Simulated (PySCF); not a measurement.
First SCF of a structure search on quartet NbH2, at a hand-made linear geometry. PySCF input:

```python
from pyscf import gto, scf, dft
mol = gto.M(atom='''
Nb     0.000000     0.000000     0.000000
H      0.000000     0.000000     1.790000
H      0.000000     0.000000    -1.790000''',
    basis={'Nb': 'def2-TZVP', 'H': 'def2-TZVP'},
    ecp={'Nb': 'def2-TZVP'},
    charge=0, spin=3)
mf = dft.UKS(mol, xc='B3LYP')
mf.grids.atom_grid = (50, 194)
aux = {'Nb': 'def2-universal-JKFIT', 'H': 'def2-universal-JKFIT'}
mf = mf.density_fit(auxbasis=aux)
mf.conv_tol = 1e-08
mf.diis_space = 10
mf.max_cycle = 60
mf.init_guess = 'minao'
mf.verbose = 4
mf.kernel()
```

Excerpt of the output (cycles alone):

```
init E= -51.7323879091425
cycle= 1 E= -56.1781572869392  delta_E= -4.45  |g|= 1.67  |ddm|= 3.13
cycle= 2 E= -54.755020478818  delta_E= 1.42  |g|= 2.13  |ddm|= 6.44
cycle= 3 E= -57.9679230301909  delta_E= -3.21  |g|= 0.217  |ddm|= 6.15
cycle= 4 E= -57.9943226138751  delta_E= -0.0264  |g|= 0.113  |ddm|= 0.368
cycle= 5 E= -58.0045325147176  delta_E= -0.0102  |g|= 0.0345  |ddm|= 0.157
cycle= 6 E= -58.008007674334  delta_E= -0.00348  |g|= 0.0137  |ddm|= 0.16
cycle= 7 E= -58.0105306454753  delta_E= -0.00252  |g|= 0.0166  |ddm|= 0.155
cycle= 8 E= -58.0130439178243  delta_E= -0.00251  |g|= 0.0176  |ddm|= 0.188
cycle= 9 E= -58.0124942166416  delta_E= 0.00055  |g|= 0.0146  |ddm|= 0.0525
cycle= 10 E= -58.0158326770693  delta_E= -0.00334  |g|= 0.0257  |ddm|= 0.501
cycle= 11 E= -58.0158270125474  delta_E= 5.66e-06  |g|= 0.0254  |ddm|= 0.0193
cycle= 12 E= -58.0158253615976  delta_E= 1.65e-06  |g|= 0.0256  |ddm|= 0.00312
cycle= 13 E= -58.0158302789808  delta_E= -4.92e-06  |g|= 0.0253  |ddm|= 0.00227
cycle= 14 E= -58.0158482498067  delta_E= -1.8e-05  |g|= 0.0248  |ddm|= 0.00505
cycle= 15 E= -58.0160256563298  delta_E= -0.000177  |g|= 0.0123  |ddm|= 0.0309
cycle= 16 E= -58.0161475813544  delta_E= -0.000122  |g|= 0.0046  |ddm|= 0.0622
cycle= 17 E= -58.0161581022393  delta_E= -1.05e-05  |g|= 0.000385  |ddm|= 0.0072
cycle= 18 E= -58.0161582679021  delta_E= -1.66e-07  |g|= 0.000108  |ddm|= 0.000786
cycle= 19 E= -58.0161583319792  delta_E= -6.41e-08  |g|= 0.000126  |ddm|= 0.000943
cycle= 20 E= -58.0161583522551  delta_E= -2.03e-08  |g|= 1.21e-05  |ddm|= 0.000472
cycle= 21 E= -58.0161583544966  delta_E= -2.24e-09  |g|= 1.07e-05  |ddm|= 0.000162
Extra cycle  E= -58.0161583561287  delta_E= -1.63e-09  |g|= 1.07e-05  |ddm|= 7.26e-05
converged SCF energy = -58.0161583561287  <S^2> = 3.754594  2S+1 = 4.0022963
```

This is not the lowest solution: another start and a stability analysis within the same unrestricted form found one 15.0 kJ/mol lower, at -58.02186 Eh.

With open d or f shells other occupations or spin states may lie lower.

The search for the lowest solution, 3 starts and the stability check together, took 4.4 s on 2 threads of a shared Arm Neoverse V2 host, with 52 basis functions; the process peaked at 0.34 GiB. Launch command: `OMP_NUM_THREADS=2 python axn.py task.json out`.
